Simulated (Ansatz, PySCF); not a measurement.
Complex: GeH4 (SMILES [GeH4]) (first 5 atoms) with H2Se (SMILES [SeH2]); geometry from B3LYP-D3(BJ)/def2-TZVP.
(charge 0, multiplicity 1):
| atom | x (Å) | y (Å) | z (Å) |
|---|---|---|---|
| Ge | 0.1106 | 0.0508 | -0.0842 |
| H | -1.4039 | 0.0294 | 0.1566 |
| H | 0.3907 | 0.1205 | -1.5951 |
| H | 0.7436 | -1.2294 | 0.4827 |
| H | 0.7323 | 1.2743 | 0.6033 |
| Se | -0.0986 | -0.7197 | 3.7942 |
| H | -0.3014 | 0.2910 | 4.8434 |
| H | 1.2605 | -0.2255 | 3.5318 |

Basis-set superposition error: the interaction energy with monomers in their own basis, and in the dimer's basis (counterpoise).

Run with Ansatz (a program for electronic structure); PySCF for 6-31G* rows. 

| level | uncorrected (kcal/mol) | counterpoise (kcal/mol) | difference |
|---|---|---|---|
| HF/6-31G* | 0.66 | 0.78 | 0.12 |
| BLYP/def2-TZVPPD | 0.83 | 0.93 | 0.10 |
| PBE0/def2-TZVPPD | -0.40 | -0.31 | 0.09 |
| wB97M-V/def2-TZVPPD | -1.27 | -1.16 | 0.11 |
| B2PLYP/def2-TZVPPD | -0.24 | -0.08 | 0.16 |
| MP2/aug-cc-pVDZ | -1.56 | -0.84 | 0.72 |
| MP2/aug-cc-pVTZ | -1.34 | -1.10 | 0.24 |
| SCS-MP2/aug-cc-pVDZ | -1.24 | -0.48 | 0.75 |
| SCS-MP2/aug-cc-pVQZ | -0.89 | -0.77 | 0.12 |
| CCSD/aug-cc-pVDZ | -1.27 | -0.56 | 0.71 |

The error is largest for SCS-MP2/aug-cc-pVDZ (0.75 kcal/mol) and smallest for PBE0/def2-TZVPPD (0.09 kcal/mol).
